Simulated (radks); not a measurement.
Results of a calculation; reference values are marked as such.
The caesium ion Cs+, 54 electrons, occupied as [Xe]. Code: a radial shooting solver on a logarithmic mesh with Libxc functionals. Model: Dirac Kohn-Sham, PBE, spin-unpolarised, spherical densities, point nucleus. Some entries of the table are withheld. Estimate them.

orbital,occ.,eigenvalue (hartree),<1/r> (bohr^-1),r(max) (bohr)
1s1/2,2,-1314.785,59.41,0.01678
2s1/2,2,-206.3214,13.92,0.09502
2p1/2,2,-194.1028,13.90,0.07270
2p3/2,4,-181.1569,12.73,0.07768
3s1/2,2,-43.04647,4.989,(1)
3p1/2,2,-37.94477,4.901,0.2592
3p3/2,4,-35.46383,4.611,0.2702
3d3/2,4,(2),4.470,(3)
3d5/2,6,(4),4.396,(5)
4s1/2,2,-8.27909,2.034,0.6430
4p1/2,2,-6.44862,1.927,(6)
4p3/2,4,-5.94262,1.833,(7)
4d3/2,4,-2.96759,1.599,(8)
4d5/2,6,-2.88362,1.575,(9)
5s1/2,2,-1.17235,0.7571,1.545
5p1/2,2,-0.72777,0.6490,1.729
5p3/2,4,-0.66722,0.6166,1.803

Answer. 
(1) 3s1/2 r(max) (bohr): 0.2727
(2) 3d3/2 eigenvalue (hartree): -26.50419
(3) 3d3/2 r(max) (bohr): 0.2186
(4) 3d5/2 eigenvalue (hartree): -25.97753
(5) 3d5/2 r(max) (bohr): 0.2217
(6) 4p1/2 r(max) (bohr): 0.6568
(7) 4p3/2 r(max) (bohr): 0.6810
(8) 4d3/2 r(max) (bohr): 0.7163
(9) 4d5/2 r(max) (bohr): 0.7245
